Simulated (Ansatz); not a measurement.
Ideal-gas functions of `FBO[SiH3]` at 400 K and 1 bar, from an Ansatz frequency run at PBE0-D4/def2-TZVP.

Molar mass 77.93 g/mol, point group Cs (symmetry number 1), electronic degeneracy 1, moments of inertia 12.834, 203.329, 210.211 u Å². Harmonic wavenumbers (cm⁻¹, unscaled): 81, 111, 145, 438, 718, 727, 848, 923, 952, 957, 970, 1106, 1231, 1451, 2236, 2256, 2258, 2629.

Use S(trans) = R[1.5 ln M + 2.5 ln T − 1.1517]; rotational temperatures θ = 24.2544 K / I; S(rot) = R[ln(√π/σ · √(T³/θAθBθC)) + 1.5]; for each mode x = 1.438777 ν̃/T, S = R[x/(eˣ − 1) − ln(1 − e⁻ˣ)] and H = RT x/(eˣ − 1); 1 cm⁻¹ = 0.0119627 kJ/mol; R = 8.31446 J/(mol·K).

Task: By hand: the entropy, in J/(mol·K).

Result: Translation 169.3. Rotation: θ = 1.8899, 0.1193, 0.1154 K, giving 107.1. Vibration, mode by mode: 18.60, 16.00, 13.82, 5.34, 2.41, 2.35, 1.66, 1.34, 1.23, 1.22, 1.17, 0.79, 0.54, 0.28, 0.02, 0.02, 0.02, 0.01, in all 66.8. Electronic 0.0. Sum 343.2 J/(mol·K).

Task: By hand: H − E and G − E in kJ/mol, counted from the electronic energy.

Result: Zero-point energy ½ × 20037 × 0.0119627 = 119.8; thermal vibration 13.5; translation, rotation and pV give 4 RT = 13.3. H − E = 146.6 kJ/mol, and G − E = 146.6 − 400 × 343.2/1000 = 9.3 kJ/mol.

Vibration gives 19 % of the entropy, 48.4 J/(mol·K) of it from the modes under 150 cm⁻¹: soft modes count most, and the harmonic formula is weakest for them. The sum counts one conformer and one mirror image; others add a mixing term.
